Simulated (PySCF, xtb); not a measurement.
CHO2, SMILES O=C[O-], charge -1.

GFN2-xTB in xtb at its own geometry gives an orbital gap of 5.35 eV.

Geometry optimised at PBE0-D3(BJ)/def2-TZVPD.

Question: What does PBE/def2-TZVPD in PySCF give? (Estimate from the structure and the level; the computed values follow.)

Answer: gap 3.93 eV (levels 0.29 and 4.23 eV).
